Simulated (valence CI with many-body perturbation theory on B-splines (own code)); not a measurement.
Hyperfine factors and g values of Ho LXI

Computed by configuration interaction combined with many-body perturbation theory (CI+MBPT): five valence electrons over a frozen Dirac-Fock core [He], a basis of 9 s, 9 p, 8 d, 6 f, 3 g, 1 h functions for each j, with the one-electron correlation potential Σ1 (screened to all orders), the two-electron term Σ2, the three-electron term Σ3, Breit, model QED; selected single and double excitations, second order for the rest (own B-spline code, finite nucleus).

The last digits are not significant, and no measured levels were compared; by estimate large intervals hold to a few tenths of a per cent, small ones and those within an open d or f shell to about a per cent. Among the levels kept, up to 1100 cm⁻¹ of a level comes from second order outside the variational space, and about a tenth of that is noise between levels of different J, which matters for small intervals.

A/g_I is the dipole constant over the nuclear g factor μ/I (μ in nuclear magnetons, uniformly magnetised nucleus), B/Q the quadrupole constant per barn. Both hold the static response of the core; the bare values leave it out. Large factors of s and p1/2 electrons are usually good to 5 to 10 %; those of open d and f shells near neutrality can be off by tens of per cent, and small factors of p3/2, d and f electrons come from cancelling terms and can be off by a factor of two or in sign, in half-filled shells by more. B is blank for J = 1/2, where it vanishes, and for nearly pure S terms. Energies count from the lowest level.

Levels are named by their leading jj configuration (3d3/2^4 stands for four electrons in 3d with j = 3/2), which in mixed levels can hold well under half, so a name can repeat and another be missing. Letters in brackets count levels of one name in rising energy.

```
                             Level  E (× 10³ cm⁻¹)      g  A/g_I (MHz)  A/g_I bare  B/Q (MHz/b)  B/Q bare
        (2s^2 2p1/2^2 2p3/2) J=3/2            0.00  1.325       588000      602000      1130000   1130000
        (2s^2 2p1/2 2p3/2^2) J=3/2          7049.8  1.438      -232000     -211000        79800     79900
        (2s^2 2p1/2 2p3/2^2) J=5/2          7231.9  1.169      1440000     1450000        -3770     -3770
        (2s^2 2p1/2 2p3/2^2) J=1/2          7590.8  0.626      4780000     4760000                       
        (2s 2p1/2^2 2p3/2^2) J=5/2          9446.7  1.454      3400000     3380000       184000    185000
        (2s 2p1/2^2 2p3/2^2) J=1/2           10193  2.020     1.46e+07    1.44e+07                       
        (2s 2p1/2^2 2p3/2^2) J=3/2           10204  1.177     -2210000    -2150000      -160000   -160000
              (2s^2 2p3/2^3) J=3/2           14655  1.288       614000      627000     -1210000  -1210000
      (2s 2p1/2 2p3/2^3) J=3/2 [a]           16693  1.583      3440000     3420000      -912000   -914000
          (2s 2p1/2 2p3/2^3) J=5/2           17006  1.284      4270000     4240000     -1360000  -1360000
          (2s 2p1/2 2p3/2^3) J=1/2           17445  1.363     -5400000    -5300000                       
      (2s 2p1/2 2p3/2^3) J=3/2 [b]           17521  1.020       157000      186000      -336000   -337000
           (2p1/2^2 2p3/2^3) J=3/2           20166  1.305       571000      598000     -1160000  -1170000
                (2s 2p3/2^4) J=1/2           24633  1.857     1.47e+07    1.45e+07                       
             (2p1/2 2p3/2^4) J=1/2           27431  0.626      4800000     4760000                       
           (2s^2 2p1/2^2 3s) J=1/2           57997  1.998      4200000     4160000                       
        (2s^2 2p1/2^2 3p1/2) J=1/2           58723  0.649      1400000     1390000                       
        (2s^2 2p1/2^2 3p3/2) J=3/2           60925  1.324       172000      177000       334000    334000
        (2s^2 2p1/2^2 3d3/2) J=3/2           61579  0.784       100000      100000        57100     57600
        (2s^2 2p1/2^2 3d5/2) J=5/2           62226  1.191        36500       36500        51900     52600
   (2s^2 2p1/2 2p3/2 3s) J=3/2 [a]           65141  1.658       956000      961000       739000    741000
       (2s^2 2p1/2 2p3/2 3s) J=1/2           65215  1.297     -1990000    -1950000                       
       (2s^2 2p1/2 2p3/2 3s) J=5/2           65295  1.314      2170000     2170000      1090000   1090000
   (2s^2 2p1/2 2p3/2 3s) J=3/2 [b]           65343  0.961      1300000     1310000       652000    653000
    (2s^2 2p1/2 2p3/2 3p1/2) J=1/2           65860  1.730     -1060000    -1030000                       
(2s^2 2p1/2 2p3/2 3p1/2) J=3/2 [a]           65910  1.132       983000      991000       229000    230000
    (2s^2 2p1/2 2p3/2 3p1/2) J=5/2           66017  1.052      1610000     1610000      1080000   1080000
(2s^2 2p1/2 2p3/2 3p1/2) J=3/2 [b]           66299  1.313       904000      917000      1120000   1120000
       (2s 2p1/2^2 2p3/2 3s) J=5/2           67219  1.598      3990000     3960000      1140000   1150000
   (2s 2p1/2^2 2p3/2 3s) J=3/2 [a]           67432  1.442      4560000     4530000       612000    613000
       (2s 2p1/2^2 2p3/2 3s) J=1/2           67859  1.033     -4070000    -3990000                       
   (2s 2p1/2^2 2p3/2 3s) J=3/2 [b]           67958  1.358      -996000     -959000       813000    814000
(2s^2 2p1/2 2p3/2 3p3/2) J=5/2 [a]           68014  1.413       -85300      -73000      1170000   1170000
(2s 2p1/2^2 2p3/2 3p1/2) J=3/2 [a]           68028  1.680      4670000     4640000       776000    777000
    (2s 2p1/2^2 2p3/2 3p1/2) J=5/2           68036  1.345      3530000     3510000      1100000   1100000
(2s^2 2p1/2 2p3/2 3p3/2) J=3/2 [a]           68074  1.157      1380000     1380000      -719000   -720000
(2s^2 2p1/2 2p3/2 3p3/2) J=1/2 [a]           68080  1.332     -1930000    -1900000                       
    (2s^2 2p1/2 2p3/2 3p3/2) J=7/2           68130  1.221      1020000     1030000      1440000   1440000
(2s^2 2p1/2 2p3/2 3p3/2) J=3/2 [b]           68301  1.401       -34300      -18800       201000    202000
(2s^2 2p1/2 2p3/2 3p3/2) J=5/2 [b]           68335  1.182      1260000     1260000       135000    135000
```
